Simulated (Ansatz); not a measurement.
Cost against result

Saddle point of CH6Ge, closed shell (CH₄Ge ([CH3][GeH]) + H₂ → GeH₂ + CH₄; bonds formed: Ge1–H4, C2–H3; bonds broken: Ge1–C2, H3–H4), PBE0-D4/def2-TZVP structure:

```
8
angstrom
Ge -1.0667 0.2294 1.0267
C 0.5155 -0.6406 -0.2609
H -0.4579 0.4835 -0.5592
H -1.3262 1.0634 -0.4559
H -0.0845 1.4211 1.4119
H 1.1504 -0.0861 -0.9590
H 0.1051 -1.5167 -0.7602
H 1.1644 -0.9542 0.5567
```

Barriers are electronic and count from the start structure reached by relaxing down the imaginary mode.

Computed with Ansatz 0.2.0 (basis: as named in each row); correlated methods freeze the cores. Filled d shells of the heavier atoms are correlated. The def2 sets are not built for correlating such inner shells, so the correlated values are less sure here. B3LYP uses VWN-RPA correlation. Extrapolation: Hartree–Fock as exp(−7.88 √X), correlation as X^−2.97.

Times are rough, for one single point on 2 threads of a shared host (Arm Neoverse V2).

The estimate by CCSD(T) at an estimated basis limit (MP2 extrapolated from triple and quadruple zeta, plus CCSD(T) − MP2 in triple zeta) is 19.70 kcal/mol.

```json
{"method": "HF", "basis": "STO-3G", "time (s)": "under 1", "barrier (kcal/mol)": "49.08", "method less estimate": "29.38"}
{"method": "PBE-D4", "basis": "STO-3G", "time (s)": "under 1", "barrier (kcal/mol)": "20.43", "method less estimate": "0.74"}
{"method": "SPW92", "basis": "def2-SVP", "time (s)": "under 1", "barrier (kcal/mol)": "8.42", "method less estimate": "-11.27"}
{"method": "PBE-D4", "basis": "def2-SVP", "time (s)": "under 1", "barrier (kcal/mol)": "13.28", "method less estimate": "-6.42"}
{"method": "B3LYP-D4", "basis": "6-31G", "time (s)": "under 1", "barrier (kcal/mol)": "24.78", "method less estimate": "5.08"}
{"method": "SPW92", "basis": "def2-TZVPP", "time (s)": "under 1", "barrier (kcal/mol)": "9.63", "method less estimate": "-10.07"}
{"method": "PBE0-D4", "basis": "def2-SVP", "time (s)": "under 1", "barrier (kcal/mol)": "15.94", "method less estimate": "-3.75"}
{"method": "PBE-D4", "basis": "def2-TZVPP", "time (s)": "1", "barrier (kcal/mol)": "14.62", "method less estimate": "-5.08"}
{"method": "BLYP-D4", "basis": "def2-TZVPP", "time (s)": "1", "barrier (kcal/mol)": "18.49", "method less estimate": "-1.21"}
{"method": "CCSD(T)", "basis": "def2-SVP", "time (s)": "1", "barrier (kcal/mol)": "20.64", "method less estimate": "0.94"}
{"method": "PBE0-D4", "basis": "def2-TZVPP", "time (s)": "2", "barrier (kcal/mol)": "16.92", "method less estimate": "-2.78"}
{"method": "BHLYP-D4", "basis": "def2-TZVPP", "time (s)": "2", "barrier (kcal/mol)": "23.05", "method less estimate": "3.36"}
{"method": "B3LYP-D4", "basis": "def2-TZVPP", "time (s)": "2", "barrier (kcal/mol)": "19.86", "method less estimate": "0.16"}
{"method": "CAM-B3LYP-D4", "basis": "def2-TZVPP", "time (s)": "2", "barrier (kcal/mol)": "20.42", "method less estimate": "0.72"}
{"method": "RPA on PBE", "basis": "def2-TZVPP", "time (s)": "2", "barrier (kcal/mol)": "20.24", "method less estimate": "0.54"}
{"method": "r2SCAN-D4", "basis": "def2-TZVPP", "time (s)": "3", "barrier (kcal/mol)": "15.61", "method less estimate": "-4.09"}
{"method": "r2SCAN0-D4", "basis": "def2-TZVPP", "time (s)": "3", "barrier (kcal/mol)": "17.56", "method less estimate": "-2.14"}
{"method": "B2PLYP", "basis": "def2-TZVPP", "time (s)": "3", "barrier (kcal/mol)": "20.07", "method less estimate": "0.38"}
{"method": "PBE-QIDH", "basis": "def2-TZVPP", "time (s)": "3", "barrier (kcal/mol)": "18.89", "method less estimate": "-0.81"}
{"method": "wB97M-V", "basis": "def2-SVP", "time (s)": "4", "barrier (kcal/mol)": "18.22", "method less estimate": "-1.48"}
{"method": "wB97X-V", "basis": "def2-TZVPP", "time (s)": "5", "barrier (kcal/mol)": "20.55", "method less estimate": "0.85"}
{"method": "wB97M-V", "basis": "def2-TZVPP", "time (s)": "5", "barrier (kcal/mol)": "20.04", "method less estimate": "0.34"}
{"method": "B97M-V", "basis": "def2-TZVPP", "time (s)": "6", "barrier (kcal/mol)": "17.00", "method less estimate": "-2.70"}
{"method": "MP2", "basis": "def2-QZVPP", "time (s)": "11", "barrier (kcal/mol)": "19.10", "method less estimate": "-0.60"}
{"method": "CCSD(T)", "basis": "def2-TZVPP", "time (s)": "22", "barrier (kcal/mol)": "20.71", "method less estimate": "1.01"}
```

All methods are single points on the PBE0-D4 structures.

T1 diagnostic: at most 0.012.

Labels in which every atom is bracketed show which atoms are joined, not bond orders.
